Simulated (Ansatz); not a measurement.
System: C3H6O, charge 0, singlet. C3H6O (SMILES C[C@H]1CO1).
B3LYP-D3(BJ)/def2-TZVP minimum from Ansatz (a first-principles code):
```
C
H 1 1.0883
O 1 1.4326 2 113.21
C 3 1.4309 1 61.46 2 108.79
H 4 1.0859 3 115.26 1 -111.45
H 4 1.0864 5 115.42 3 138.05
C 1 1.5007 2 115.53 3 -138.24
H 7 1.0905 1 110.63 2 -179.55
H 7 1.0919 8 108.34 1 121.39
H 7 1.0926 8 108.70 9 117.14
```
Charge 0, spin multiplicity 1.

Total energies in cc-pVDZ, 24 correlated electrons, 4 frozen orbitals. UHF or UKS for unpaired electrons; spin-orbit terms are left out. Correlated methods leave the cores frozen. No relativity.

| method | program | energy (Eh) | minus CCSDT(Q) (mEh) |
|---|---|---|---|
| HF | Ansatz | -191.92224 | 666.35 |
| MP2 | Ansatz | -192.52729 | 61.30 |
| CCSD | Ansatz | -192.56693 | 21.66 |
| CCSD(T) | Ansatz | -192.58637 | 2.22 |
| CCSDT(Q) | Ansatz | -192.58859 | 0.00 |

Rough core times of Ansatz's runs on a shared machine: CCSD(T) under 20 s, CCSDT(Q) 50 min.
